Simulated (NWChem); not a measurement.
The numbers come from NWChem runs, not from measurements. System: Cl2Si, charge 0, spin multiplicity 1, at a geometry optimised with PBE/def2-SVP. The structure started from a generated list of species. Level: G0W0@PBE0/def2-TZVPP, RI basis def2-tzvpp-rifit.

Job file:

```
start mol
memory heap 200 mb stack 700 mb global 1700 mb
geometry units angstroms nocenter noautoz
  Si     0.000000     0.000000    -0.941655
  Cl    -1.640110     0.000000     0.387740
  Cl     1.640110     0.000000     0.387740
  symmetry group C2v
end
basis spherical
  * library def2-tzvpp
end
basis "ri basis" bse spherical
  * library def2-tzvpp-rifit
end
dft
  xc pbe0
  iterations 100
  direct
  tolerances tight
end
task dft energy
gw
  states alpha occ 4 vir 2
end
task dft gw
```

Part of the output:

```
             Northwest Computational Chemistry Package (NWChem) 7.3.0
             --------------------------------------------------------

                                NWChem Input Module
                                -------------------

 Scaling coordinates for geometry "geometry" by  1.889725989
 (inverse scale =  0.529177249)

 Turning off AUTOSYM since
 SYMMETRY directive was detected!

                             Geometry "geometry" -> ""
                             -------------------------

 Output coordinates in angstroms (scale by  1.889725989 to convert to a.u.)

  No.       Tag          Charge          X              Y              Z
 ---- ---------------- ---------- -------------- -------------- --------------
    1 Si                  14.0000     0.00000000     0.00000000    -0.94165500
    2 Cl                  17.0000    -1.64011000     0.00000000     0.38774000
    3 Cl                  17.0000     1.64011000     0.00000000     0.38774000

 Effective nuclear repulsion energy (a.u.)     165.9319146690

            Nuclear Dipole moment (a.u.)
            ----------------------------
        X                 Y               Z
 ---------------- ---------------- ----------------
     0.0000000000     0.0000000000    -0.0000188973

      Symmetry information
      --------------------

 Group name             C2v
 Group number             16
 Group order               4
 No. of unique centers     2

      Symmetry unique atoms

     1    2


 Summary of "ao basis" -> "" (spherical)
 ------------------------------------------------------------------------------
       Tag                 Description            Shells   Functions and Types
 ---------------- ------------------------------  ------  ---------------------
 *                         def2-tzvpp                 on all atoms

 new library libraries.bse/

 Summary of "ri basis" -> "" (spherical)
 ------------------------------------------------------------------------------
       Tag                 Description            Shells   Functions and Types
 ---------------- ------------------------------  ------  ---------------------
[...]
           0.000000000000         797.938978857858           0.000000000000
           0.000000000000           0.000000000000         671.823158721328

     Multipole analysis of the density
     ---------------------------------

     L   x y z        total         alpha         beta         nuclear
     -   - - -        -----         -----         ----         -------
     0   0 0 0     -0.000000    -24.000000    -24.000000     48.000000

     1   1 0 0      0.000000      0.000000      0.000000      0.000000
     1   0 1 0     -0.000000     -0.000000     -0.000000      0.000000
     1   0 0 1     -0.427298     -0.213639     -0.213639     -0.000019

     2   2 0 0    -29.864761   -178.234772   -178.234772    326.604784
     2   1 1 0     -0.000000     -0.000000     -0.000000      0.000000
     2   1 0 1      0.000000      0.000000      0.000000      0.000000
     2   0 2 0    -26.783122    -13.391561    -13.391561      0.000000
     2   0 1 1     -0.000000     -0.000000     -0.000000      0.000000
     2   0 0 2    -28.224883    -45.405029    -45.405029     62.585175

 Task  times  cpu:       11.3s     wall:       11.3s

                                NWChem Input Module
                                -------------------

                                 NWChem GW Module
                                 ----------------

                             ***********************
                             ***        GW       ***
                             ***********************

 Summary of "ri basis" -> "ri basis" (spherical)
 ------------------------------------------------------------------------------
       Tag                 Description            Shells   Functions and Types
 ---------------- ------------------------------  ------  ---------------------
 Si                     def2-tzvpp-rifit            33      123   11s8p7d5f2g
 Cl                     def2-tzvpp-rifit            33      123   11s8p7d5f2g

                 Memory Information
                 ------------------
          Available GA per process is          1699.9 MBs
          Available stack per process is        700.0 MBs
          Available heap per process is           0.0 MBs

          Peak memory in Initialization
              Peak GA per process is                 10.3 MBs
              Peak stack per process is               0.2 MBs
              Peak heap per process is               10.9 MBs
              Memory not in MA per process            0.0 MBs

          Peak memory in AFF Calculation
              Peak GA per process is                 61.7 MBs
              Peak stack per process is              45.7 MBs
              Peak heap per process is                0.0 MBs
              Memory not in MA per process           45.7 MBs

          Computing 2-center integrals
          Computing Inverse Cholesky factor
          Computing 3-center integrals
          Computing V_xc ...

          Computing Sigma_x
          Computing RPA polarizability
          Solving quasiparticle equations

                  Alpha Orbitals
          State     Energy (eV)     Error (eV)
          -----------------------------------
@GW        21        -12.308           0.004
@GW        22        -11.584           0.004
@GW        23        -11.243           0.004
@GW        24         -9.925           0.005
@GW        25         -0.958           0.004
@GW        26          1.788           0.004

   Applying  -2.0742 eV scissor-shift to rest of particle states

   Applying   2.0209 eV scissor-shift to rest of hole states

     GW Timing Statistics
   ------------------------
   Init.   :          0.1s
     ERIs  :          1.8s
     Distr.:          0.0s
     Vxc   :          1.5s
   Sigma_x :          0.0s
   RPA     :          5.7s
   Wmn     :          0.1s
   Sigma_c :          0.0s
   GW total:          9.2s

 Task  times  cpu:        9.2s     wall:        9.2s

 Total times  cpu:       20.6s     wall:       20.6s
```
